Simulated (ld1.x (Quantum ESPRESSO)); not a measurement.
Before and after: TM potential for tantalum (Ta)

```json
{
 "Element": "tantalum (Ta)",
 "Generator": "ld1.x (Quantum ESPRESSO) 7.5",
 "Type": "norm-conserving Troullier–Martins (Kleinman–Bylander form)",
 "Functional": "LDA (PZ)",
 "Relativity": "scalar-relativistic",
 "Frozen core": "[Xe] 4f14",
 "Valence charge": "5",
 "Reference configuration": "5d3 6s2 6p0",
 "Partial waves": "6p (bound, empty): rc 3.65 bohr; 5d (bound): rc 2.50 bohr; 6s (bound): rc 2.70 bohr",
 "Local potential": "the s channel",
 "Core correction": "none"
}
```

Change: core correction a·sin(br)/r model core inside 3.06 bohr.

Cutoffs: the cutoffs (Ry, on a coarse ladder) from which the occupation-weighted sum of valence levels, in a spherical-Bessel basis at the reference potential, stays within 10 and 1 mRy of its value at 400 Ry; they do not see the model core or the augmentation charge, which bear on the density cutoff. Errors are all-electron minus pseudo energies relative to the spin-unpolarised reference configuration.

Predict the effect on cutoff, ghosts and configuration errors.

The potential gets neither clearly harder nor softer (25 Ry and 30 Ry → 25 Ry and 30 Ry); of the 9 tests that both files solve, the error grows in 3 and shrinks in 4 by more than 15 % and 0.3 meV (median size 6.6 → 5.7 meV); neither file shows a bound ghost. A model core, the more so a compact one, raises the density cutoff, which this test does not measure.

```csv
quantity,base,changed
"cutoff, loose",25 Ry,25 Ry
"cutoff, tight",30 Ry,30 Ry
bound ghosts,none,none
"error for 5d3 6s1 6p0, meV [ΔE 8.70 eV]",+6.6,0.0
"error for 5d3 6s0 6p0, meV [ΔE 24.01 eV]",+53,+8.4
"error for 5d2 6s0 6p0, meV [ΔE 47.94 eV]",+120,+2.4
"error for 5d3.5 6s1.5 6p0, meV [ΔE 0.98 eV]",-3.7,-4.6
"error for 5d2 6s2 6p0, meV [ΔE 7.91 eV]",+0.8,-5.7
"error for 5d4 6s0 6p0, meV [ΔE 10.17 eV]",+3.0,-15
"error for 5d3 6s1.5 6p0, meV [ΔE 3.56 eV]",+0.6,-0.7
"error for 5d3 6s2 6p0 (spin-polarised), meV [ΔE -1.05 eV]",+1315,+1171
"error for 5d3 6s1 6p0 (spin-polarised), meV [ΔE 6.73 eV]",+1917,+1605
s: phases at 3.97 bohr within 0.05 rad from the reference energy up to (Ry; the scan ends near 5),1.0,1.0
p: phases at 3.97 bohr within 0.05 rad from the reference energy up to (Ry; the scan ends near 5),1.5,1.5
d: phases at 3.97 bohr within 0.05 rad from the reference energy up to (Ry; the scan ends near 5),0.6,0.6
```
